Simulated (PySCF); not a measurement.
Computed IR spectrum (relative IR intensity) of a molecule C2H6BNO. Geometry optimised at PBE-D3(BJ)/def2-SVP. The values are those of a single conformer. Method: PySCF with PBE-D3(BJ)/def2-SVP. Harmonic, unscaled wavenumbers; measured fundamentals usually lie a few per cent lower.

Lines under 2 % of the strongest are left out, and lines within 2 cm⁻¹ are merged.

```csv
ν (cm⁻¹),relative intensity
88,5.6
366,63
397,6.1
418,77
489,5.0
561,18
692,13
847,7.5
946,16
963,58
999,11
1012,7.0
1231,21
1303,34
1387,94
1393,43
1547,100
1645,19
3043,15
3057,7.0
3148,6.6
3524,17
3625,9.6
3759,16
```

Problem. Which molecule gave these data?
A. C=CB(N)O
B. BO.CC#N
C. NB1CCO1
D. NB1COC1

Solution. A, C=CB(N)O
